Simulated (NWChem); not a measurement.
Species: HfH4; SMILES [HfH4]

```xyz
5

Hf     0.0000     0.0000     0.0000
H      1.0441    -1.0953     1.0701
H     -1.0441     1.0953     1.0701
H     -1.0953    -1.0441    -1.0701
H      1.0953     1.0441    -1.0701
```
Atoms are numbered in this order, from 1.

Program: NWChem. The geometry was optimised at PBE-D3(BJ)/def2-SVP. def2 effective core potentials on Hf; no spin-orbit coupling. B3LYP is NWChem's, with the RPA form of VWN correlation. Field at 589 nm.

```tsv
level	isotropic polarisability (bohr³)	anisotropy (bohr³)
B3LYP/def2-SVP	[?]	0.0
B3LYP/def2-SVPD	53.9	0.0
B3LYP/def2-TZVPD	53.7	0.0
```

Task: Some entries are withheld; supply them.

Result: 
- B3LYP/def2-SVP, isotropic polarisability (bohr³): 49.4
